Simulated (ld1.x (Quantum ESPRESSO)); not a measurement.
Br: one change to an ultrasoft potential, before and after

* Element: Br
* Generator: ld1.x (Quantum ESPRESSO) 7.5
* Type: ultrasoft
* Functional: PBE
* Relativity: scalar-relativistic
* Frozen core: [Ar] 3d10
* Valence charge: 7
* Reference configuration: 4s2 4p2 (charge +3)
* Partial waves: 4s (bound): rcut 1.25, rcutus 1.35 bohr; 4s channel at -2 Ry: rcut 1.25, rcutus 1.35 bohr; 4p (bound): rcut 1.40, rcutus 1.65 bohr; 4p channel at 0.8 Ry: rcut 1.40, rcutus 1.65 bohr
* Local potential: all-electron potential smoothed inside 1.20 bohr (lloc = -1)
* Core correction: Bessel-smoothed model core, default radius (core density twice the valence density)
* Augmentation charge: built from norm-conserving waves at rcut, not smoothed further

All-electron outer shells of the reference configuration (PBE, scalar-relativistic, ld1.x):

```tsv
shell	level (eV)	outermost node (bohr)	outermost maximum (bohr)
4s	-54.20	0.67	1.38
4p	-39.89	0.70	1.54
```

Change: augmentation PSQ, inside the norm-conserving radii.

Cutoffs: the cutoffs (Ry, on a coarse ladder) from which the occupation-weighted sum of valence levels, in a spherical-Bessel basis at the reference potential, stays within 10 and 1 mRy of its value at 400 Ry; they do not see the model core or the augmentation charge, which bear on the density cutoff. Errors are all-electron minus pseudo energies relative to the spin-unpolarised reference configuration.

Q: How do hardness, ghosts and transferability respond?

A: The potential gets neither clearly harder nor softer (21 Ry and 40 Ry → 21 Ry and 45 Ry); of the 7 tests that both files solve, the error grows in 6 and shrinks in 1 by more than 15 % and 0.3 meV (median size 5.9 → 25.0 meV); neither file shows a bound ghost.

| quantity | base | changed |
| --- | --- | --- |
| cutoff, loose | 21 Ry | 21 Ry |
| cutoff, tight | 40 Ry | 45 Ry |
| bound ghosts | none | none |
| error for 4s2 4p5, meV [ΔE -69.30 eV] | -9.5 | -39 |
| error for 4s2 4p4, meV [ΔE -56.74 eV] | -5.9 | -25 |
| error for 4s2 4p3, meV [ΔE -33.98 eV] | -0.2 | -6.7 |
| error for 4s1 4p5, meV [ΔE -43.74 eV] | +3.9 | +0.2 |
| error for 4s2 4p4.5, meV [ΔE -64.22 eV] | -8.2 | -33 |
| error for 4s1 4p6, meV [ΔE -56.93 eV] | +2.9 | -7.4 |
| error for 4s2 4p1, meV [ΔE 46.02 eV] | -20 | -31 |
| s: phases at 1.80 bohr within 0.05 rad from the reference energy up to (Ry; the scan ends near 5) | n/a | to the end of the scan |
| p: phases at 1.80 bohr within 0.05 rad from the reference energy up to (Ry; the scan ends near 5) | to the end of the scan | to the end of the scan |
| lowest overlap eigenvalue by channel | s 0.16, p 0.49 | s 0.47, p 0.55 |
